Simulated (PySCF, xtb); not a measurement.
**Relative energy of two structures of CH5LiSn**

Structure X is `[Li][SnH2][CH3]`, a singlet and structure Y is a singlet given by its coordinates. Both are isolated molecules in the gas phase, relaxed with PBE0-D3(BJ)/def2-SVP.

X (Å):

```xyz
8

C     0.2553    0.2895    1.5582
Li   -2.0579    2.6717   -0.9462
Sn    0.1577    1.3776   -0.3422
H     1.6090    2.3457   -0.2760
H     0.6486    0.1489   -1.4816
H     1.2373   -0.1932    1.6659
H     0.1054    0.9801    2.4011
H    -0.5258   -0.4842    1.5941
```

Y (Å):

```yaml
atoms:
  - { symbol: C, position_ang: [-0.3603, 0.1677, 0.9454] }
  - { symbol: Li, position_ang: [1.3703, 1.6097, 1.0237] }
  - { symbol: Sn, position_ang: [-0.2145, 1.5511, -0.9133] }
  - { symbol: H, position_ang: [0.3292, 0.1758, 1.8223] }
  - { symbol: H, position_ang: [-0.3213, -0.8658, 0.5683] }
  - { symbol: H, position_ang: [-1.3608, 0.3296, 1.3752] }
  - { symbol: H, position_ang: [0.2200, 2.8908, 0.3115] }
  - { symbol: H, position_ang: [1.6261, 1.2647, -0.7866] }
```

Close contacts (Å): C1–Li2 2.25, C1–Sn3 2.32, Li2–Sn3 2.50, C1–H4 1.12, C1–H5 1.10, C1–H6 1.10, Li2–H4 1.94, Li2–H7 1.86, Li2–H8 1.86, Sn3–H7 1.87, Sn3–H8 1.87.

Q: Which of the two would you expect CCSD(T)/def2-TZVP electronic energies to favour?

A: Structure Y; the calculation gives E(Y) − E(X) = −8.4 kcal/mol.

How the difference moves with the method:

```csv
level,geometry,E(Y) − E(X) (kcal/mol),departure from the last row (kcal/mol),"job, with rough time for the two"
PBE0-D3(BJ)/def2-SVP,PBE0-D3(BJ)/def2-SVP,−12.8,−4.4,"optimisation, 6 min"
HF/def2-TZVP,PBE0-D3(BJ)/def2-SVP,−4.7,+3.7,part of the CCSD(T) run
MP2/def2-TZVP,PBE0-D3(BJ)/def2-SVP,−9.0,−0.6,part of the CCSD(T) run
CCSD(T)/def2-TZVP,PBE0-D3(BJ)/def2-SVP,−8.4,,"single point, 4.7 min"
```

The levels shown agree on the order. The largest departure from CCSD(T)/def2-TZVP is that of PBE0-D3(BJ)/def2-SVP, 4.4 kcal/mol. No reliable frequencies are at hand for Y, so it isn't confirmed as a minimum. Levels run at GFN2-xTB geometries aren't shown.

The correlated steps freeze 5 core orbitals; the filled d shell of Sn is correlated; the last core shell of Li is correlated, in a basis made for valence electrons. Atoms past krypton carry core potentials in the def2 sets and no spin–orbit term is included. Codes used: PySCF 2.14.0, xtb 6.7.1; the last row on 2 threads of Intel(R) Xeon(R) Processor @ 2.50GHz (Skylake/Cascade Lake) on a shared host.
